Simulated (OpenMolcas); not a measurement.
Multiconfigurational calculation on O2+

Input:

```
&GATEWAY
Coord
1

O 0.0 0.0 0.0
Basis=ANO-RCC-VQZP
Group=XYZ
NoMove
AngMom=0.0 0.0 0.0
AMFI
&SEWARD
&RASSCF
FileOrb=start.orb
Symmetry=1
Spin=3
nActEl=2 0 0
Inactive=2 0
Ras2=0 3
CIRoot=3 3 1
SDav=3
CIMx=300
Iter=120 100
PrWF=0.3
OrbListing=Nothing
MaxOrb=0
Atom
>>> COPY $Project.JobIph JOB001
&RASSCF
FileOrb=start.orb
Symmetry=1
Spin=1
nActEl=2 0 0
Inactive=2 0
Ras2=0 3
CIRoot=6 6 1
SDav=6
CIMx=300
Iter=120 100
PrWF=0.3
OrbListing=Nothing
MaxOrb=0
Atom
>>> COPY $Project.JobIph JOB002
&RASSI
NrOfJobIphs=2 3 6
1 2 3
1 2 3 4 5 6
IphNames
JOB001
JOB002
EJob
SpinOrbit
DIPRint=1.0
SOCoupling=1000.0
Subsets=2
MEES
Property=10
'ANGMOM' 1 'ANGMOM' 2 'ANGMOM' 3 'MLTPL  1' 1 'MLTPL  1' 2 'MLTPL  1' 3
'AMFI' 1 'AMFI' 2 'AMFI' 3 'MLTPL  2' 6
SOProperty=3
'ANGMOM' 1 'ANGMOM' 2 'ANGMOM' 3
```

Launched by
```bash
OMP_NUM_THREADS=1 MOLCAS_MEM=2252 MOLCAS_PROJECT=a pymolcas a.inp > a.log  # once for each step of the input, in one work folder
```

A driver script runs the steps one by one and writes start.orb anew before each from the orbitals found so far.

Output, cut to the results:

```
--- SEWARD ---
Basis set label: O.ANO-RCC...5S4P3D2F1G.

      Electronic valence basis set:
      ------------------
      Associated Effective Charge   8.000000 au
      Associated Actual Charge      8.000000 au
      Nuclear Model: Point charge

      Shell  nPrim  nBasis  Cartesian Spherical Contaminant
         s      14       5        X
         p       9       4        X
         d       4       3                 X
         f       3       2                 X
         g       2       1                 X
                  Relativistic Douglas-Kroll-Hess integrals:
                    - DKH order of Hamiltonian: 2
                    - DKH order of Properties : 0
                  Atomic mean-field integrals
--- RASSCF ---
Wave function specifications:
      -----------------------------

      Number of closed shell electrons           4
      Number of electrons in active shells       2
      Max number of holes in RAS1 space          0
      Max nr of electrons in RAS3 space          0
      Number of inactive orbitals                2
      Number of active orbitals                  3
      Number of secondary orbitals              50
      Spin quantum number                      1.0
      State symmetry                             1
Orbital specifications:
      -----------------------

      Symmetry species                           1   2
                                                ag  au
      Frozen orbitals                            0   0
      Inactive orbitals                          2   0
      Active orbitals                            0   3
      RAS1 orbitals                              0   0
      RAS2 orbitals                              0   3
      RAS3 orbitals                              0   0
      Secondary orbitals                        27  23
      Deleted orbitals                           0   0
      Number of basis functions                 29  26
      Number of CSFs                             3
      Number of root(s) required                 3
      Iter CI   SX   CI       RASSCF       Energy    max ROT     max BLB   max BLB  Level Ln srch  Step   QN
          iter iter root      energy       change     param      element    value   shift minimum  type update
 Nr of preliminary CI iterations:   1
        1   1    8    0   -72.88335141    0.00E+00  -2.40E-01*   2   3 1  6.41E-01*  0.00   0.00    SX    NO
        2   1    9    0   -73.15056043   -2.67E-01*  1.43E-02    2   4 1  9.33E-02*  0.00   0.00    SX    NO
        3   1    8    0   -73.15251466   -1.95E-03*  5.01E-03    2   3 1  9.78E-03*  0.00   0.00    SX    NO
        4   1    7    0   -73.15258007   -6.54E-05* -1.79E-03    2   4 1  1.64E-03*  0.00   0.00    SX    NO
        5   1    6    0   -73.15258587   -5.79E-06* -4.45E-04    3   6 2  4.26E-04*  0.00   0.75    QN   YES
        6   1    5    0   -73.15258671   -8.40E-07* -2.01E-05    2   3 1  9.05E-05   0.00   1.01    QN   YES
        7   1    5    0   -73.15258671   -2.25E-09   3.18E-06    2   3 1  1.11E-05   0.00   1.12    QN   YES
      Convergence after  7 iterations
        8   1    5    0   -73.15258671   -5.80E-11   3.18E-06    2   4 1 -1.18E-06   0.00   1.12    QN   YES
      Natural orbitals and occupation numbers for root  1
      sym 2:   1.000000   1.000000   0.000000
      Natural orbitals and occupation numbers for root  2
      sym 2:   0.000000   1.000000   1.000000
      Natural orbitals and occupation numbers for root  3
      sym 2:   1.000000  -0.000000   1.000000
::    RASSCF root number  1 Total energy:    -73.15258671
::    RASSCF root number  2 Total energy:    -73.15258671
::    RASSCF root number  3 Total energy:    -73.15258671
--- RASSCF ---
Wave function specifications:
      -----------------------------

      Number of closed shell electrons           4
      Number of electrons in active shells       2
      Max number of holes in RAS1 space          0
      Max nr of electrons in RAS3 space          0
      Number of inactive orbitals                2
      Number of active orbitals                  3
      Number of secondary orbitals              50
      Spin quantum number                      0.0
      State symmetry                             1
Orbital specifications:
      -----------------------

      Symmetry species                           1   2
                                                ag  au
      Frozen orbitals                            0   0
      Inactive orbitals                          2   0
...
--- RASSI ---
SPIN-FREE ENERGIES:
  (Shifted by EMIN (a.u.) =        -73.1525867082)

 SF State       Relative EMIN(au)   Rel lowest level(eV)    D:o, cm**(-1)      L_eff

     1             0.0000000000        0.0000000000              0.0000         1.0
     2             0.0000000000        0.0000000000              0.0000         1.0
     3             0.0000000000        0.0000000000              0.0000         1.0
     4             0.1031051792        2.8056348551          22628.9712         2.0
     5             0.1031051792        2.8056348551          22628.9712         2.0
     6             0.1031051792        2.8056348551          22628.9712         2.0
     7             0.1031051792        2.8056348551          22628.9712         2.0
     8             0.1031051792        2.8056348551          22628.9712         2.0
     9             0.2556387447        6.9562846217          56106.2193         0.0
     Dipole printing threshold changed to   1.00000000E+00
Eigenvalues of complex Hamiltonian:
   -----------------------------------
  (Shifted by EMIN (a.u.) =        -73.1525867082)

 SO State       Relative EMIN(au)   Rel lowest level(eV)    D:o, cm**(-1)     J-value

     1            -0.0010019085        0.0000000000              0.0000         0.0
     2            -0.0004972017        0.0137337716            110.7703         0.9
     3            -0.0004972017        0.0137337716            110.7703         0.8
     4            -0.0004972017        0.0137337716            110.7703         0.6
     5             0.0004925090        0.0406651707            327.9867         1.4
     6             0.0004925090        0.0406651707            327.9867         1.7
     7             0.0004925090        0.0406651707            327.9867         1.5
     8             0.0004925090        0.0406651707            327.9867         1.9
     9             0.0004925090        0.0406651707            327.9867         1.1
...
```

The J values that RASSI prints are effective ones from its own formula and need not be integers or half-integers; the table below assigns J from the states.

Levels above the lowest, from the spin-orbit matrix, grouped by J:

```
Configuration  Term  J  E (cm-1)  Measured (cm-1)      g  Term weight %
      2s2 2p2    3P  0       0.0              0.0                   100
      2s2 2p2    3P  1       111              113  1.501            100
      2s2 2p2    3P  2       328                   1.501            100
      2s2 2p2    1D  2     22850            20273  1.000            100
      2s2 2p2    1S  0     56328            43186                   100
```

Against the 3 measured excited levels shown (Moore, Selected Tables of Atomic Spectra, NSRDS-NBS 3, section 11) the mean absolute deviation is 5200 cm-1; the largest miss in energy is 2s2 2p2 1S0: computed 56328, measured 43186 cm-1 (+30.4 %).

With the s shell closed, the reference lacks s² → p² mixing. Measured partners are found by configuration, term and J. A level has none where our copy of the source lacks it or the pairing is in doubt (some pairs that miss far off the trend of their configuration count as doubtful), and it then counts in no deviation. Levels of configurations outside the active space are missing.

The RASSCF and RASSI steps took 2.3 s on 1 thread of Arm Neoverse V2, with other jobs on the host; the integral step is not counted.

The term weight is that of the spin-free term in the level, not the purity of its configuration.
